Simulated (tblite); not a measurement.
Q: Write Cartesian coordinates for `C=C(C#CC)COCOC` as optimised with GFN2-xTB.

A: 
```xyz
22
C8H12O2 angstrom
C     -0.377   -1.061   -1.921
C     -0.739   -0.555   -0.746
C     -2.085   -0.231   -0.444
C     -3.223    0.045   -0.170
C     -4.596    0.368    0.147
C      0.229   -0.278    0.375
O      1.541   -0.673    0.020
C      2.479   -0.439    1.019
O      2.707    0.911    1.283
C      3.304    1.602    0.205
H      0.652   -1.303   -2.118
H     -1.098   -1.245   -2.698
H     -5.038   -0.433    0.741
H     -4.639    1.295    0.718
H     -5.174    0.488   -0.769
H     -0.091   -0.825    1.279
H      0.207    0.795    0.619
H      3.399   -0.936    0.673
H      2.156   -0.870    1.979
H      4.295    1.191   -0.016
H      3.395    2.638    0.520
H      2.685    1.541   -0.695
```

Any rigid rotation of these coordinates is as good. Atoms count from 1 in this order. The C–C distances run from 1.203 Å (C3≡C4, drawn triple) to 1.507 Å (C2–C6, drawn single), a spread of 0.304 Å. The 4 C–O bonds span 1.390 Å (O7–C8, drawn single) to 1.416 Å (C6–O7, drawn single), a spread of 0.026 Å. Of the pairs four or more bonds apart, O7···H11 is among the closest relative to their van der Waals radii: 2.40 Å, 88 % of the sum of Bondi's values.

Bonds between heavy atoms (Å): C1=C2 1.329, C2–C3 1.418, C3≡C4 1.203, C4–C5 1.445, C2–C6 1.507, C6–O7 1.416, O7–C8 1.390, C8–O9 1.394, O9–C10 1.413.

The geometry is computed with GFN2-xTB (gas phase).

Point group: C1 (no symmetry element, even within 0.4 Å). Its GFN2-xTB frequencies are all real (lowest 21 cm⁻¹). One conformer, not necessarily the lowest (C1–C2–C6–O7 -2°, C2–C6–O7–C8 180°, C6–O7–C8–O9 -67°, O7–C8–O9–C10 -66°).
